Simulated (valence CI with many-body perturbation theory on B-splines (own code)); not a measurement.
**Energy levels of Ir5+**

Method: configuration interaction combined with many-body perturbation theory (CI+MBPT): four valence electrons over a frozen Dirac-Fock core [Xe] 4f14, a basis of 7 s, 7 p, 8 d, 6 f, 4 g, 1 h functions for each j, with the one-electron correlation potential Σ1, the two-electron term Σ2, the three-electron term Σ3, Breit, model QED; selected CI, second order for the rest, scaled by the run's own slope (own B-spline code, finite nucleus).

No measured levels were compared; by estimate terms of the open shell hold to 2 to 4 % of their energy, and close levels can change places; different configurations can be misplaced against each other by 1,000 to 8,000 cm⁻¹. The list stops below the first excitations out of the core.

Levels 91 to 135 of 190, with energies above the lowest level, (5d3/2^4) J=0. "Leading %" is the weight of the configuration and term that name the level; weights of strongly mixed levels are sums over their largest components and can fall short. In the jj column 3d3/2^4 stands for four electrons in 3d with j = 3/2. Lifetimes count E1, E2, E3, M1 and M2 decay at the calculated energies, and are blank where another channel may lead or the interval is too uncertain; long ones can be off by a factor of two.

```tsv
No.	Configuration	Term	J	E (cm⁻¹)	Leading %	Leading jj	Lifetime
91	5d³6p	⁵P°	2	214880	44	5d3/2 5d5/2^2 6p1/2 (54 %)	132 ps
92	5d³6p	³I°	5	215010	33	5d3/2 5d5/2^2 6p1/2 (60 %)	349 ps
93	5d³6p	⁵F°	3	216360	20	5d3/2 5d5/2^2 6p1/2 (34 %)	133 ps
94	5d³6p	³H°	4	216590	23	5d3/2 5d5/2^2 6p1/2 (39 %)	157 ps
95	5d³6p	⁵D°	1	218000	36	5d3/2^2 5d5/2 6p3/2 (74 %)	116 ps
96	5d³6p	³F°	2	218600	34	5d3/2 5d5/2^2 6p1/2 (69 %)	375 ps
97	5d³6p	³H°	4	219200	21	5d3/2^2 5d5/2 6p3/2 (50 %)	130 ps
98	5d³6p	⁵D°	0	219500	37	5d3/2 5d5/2^2 6p1/2 (91 %)	279 ps
99	5d³6p	³D°	1	219670	34	5d3/2 5d5/2^2 6p1/2 (80 %)	262 ps
100	5d³6p	³G°	3	220270	37	5d3/2^2 5d5/2 6p3/2 (68 %)	108 ps
101	5d³6p	⁵G°	5	221900	42	5d3/2^2 5d5/2 6p3/2 (43 %)	269 ps
102	5d³6p	³F°	2	222180	46	5d3/2^2 5d5/2 6p3/2 (60 %)	97.9 ps
103	5d³6p	³H°	6	222960	40	5d3/2 5d5/2^2 6p1/2 (61 %)	334 ps
104	5d³6p	³D°	2	223940	29	5d3/2^2 5d5/2 6p3/2 (58 %)	150 ps
105	5d³6p	³D°	1	224310	48	5d3/2 5d5/2^2 6p1/2 (77 %)	103 ps
106	5d³6p	³F°	3	224730	32	5d3/2^2 5d5/2 6p3/2 (53 %)	137 ps
107	5d³6p	³P°	0	224870	55	5d3/2^2 5d5/2 6p3/2 (83 %)	115 ps
108	5d³6p	³H°	5	225860	38	5d3/2 5d5/2^2 6p1/2 (70 %)	144 ps
109	5d³6p	⁵G°	6	226020	49	5d3/2 5d5/2^2 6p1/2 (33 %)	222 ps
110	5d³6p	³D°	3	226400	28	5d3/2^2 5d5/2 6p3/2 (43 %)	164 ps
111	5d³6p	³D°	2	226750	25	5d3/2^2 5d5/2 6p3/2 (41 %)	182 ps
112	5d³6p	³G°	4	226760	49	5d3/2^2 5d5/2 6p3/2 (49 %)	106 ps
113	5d³6p	³F°	3	228550	40	5d3/2^2 5d5/2 6p3/2 (50 %)	107 ps
114	5d³6p	³F°	4	228730	45	5d3/2^2 5d5/2 6p3/2 (72 %)	131 ps
115	5d³6p	³P°	2	229330	32	5d3/2 5d5/2^2 6p1/2 (42 %)	138 ps
116	5d³6p	³P°	1	229610	44	5d3/2^2 5d5/2 6p3/2 (64 %)	107 ps
117	5d³6p	³F°	3	230680	42	5d3/2 5d5/2^2 6p1/2 (52 %)	122 ps
118	5d³6p	³F°	2	230840	33	5d3/2 5d5/2^2 6p1/2 (28 %)	108 ps
119	5d³6p	³G°	4	231020	47	5d5/2^3 6p1/2 (61 %)	122 ps
120	5d³6p	³G°	5	231430	62	5d3/2^2 5d5/2 6p3/2 (74 %)	68.2 ps
121	5d³6p	³H°	5	232060	44	5d5/2^3 6p1/2 (52 %)	264 ps
122	5d³6p	³F°	4	232100	34	5d3/2 5d5/2^2 6p1/2 (67 %)	119 ps
123	5d³6p	³D°	3	232430	32	5d3/2^2 5d5/2 6p3/2 (25 %)	110 ps
124	5d³6p	³P°	2	234070	27	5d3/2^2 5d5/2 6p3/2 (60 %)	98.1 ps
125	5d³6p	³F°	2	234560	35	5d5/2^3 6p1/2 (44 %)	146 ps
126	5d³6p	³D°	1	234600	39	5d3/2^2 5d5/2 6p3/2 (79 %)	112 ps
127	5d³6p	³D°	3	234820	32	5d3/2 5d5/2^2 6p1/2 (60 %)	94.6 ps
128	5d³6p	⁵D°	4	236480	27	5d3/2 5d5/2^2 6p3/2 (60 %)	140 ps
129	5d³6p	³P°	1	237150	38	5d5/2^3 6p1/2 (69 %)	122 ps
130	5d³6p	³H°	5	237460	36	5d3/2 5d5/2^2 6p3/2 (65 %)	165 ps
131	5d³6p	¹I°	6	238040	28	5d3/2^2 5d5/2 6p3/2 (44 %)	191 ps
132	5d³6p	⁵D°	4	238180	50	5d3/2 5d5/2^2 6p3/2 (59 %)	195 ps
133	5d³6p	³G°	5	239670	45	5d3/2 5d5/2^2 6p3/2 (48 %)	93.0 ps
134	5d²6s²	³F	2	239690	84	5d3/2^2 6s^2 (90 %)	168 ns
135	5d³6p	³F°	3	240060	22	5d3/2 5d5/2^2 6p3/2 (58 %)	94.0 ps
```

Where two levels of one J and parity lie close, their mixing, g and order are uncertain.
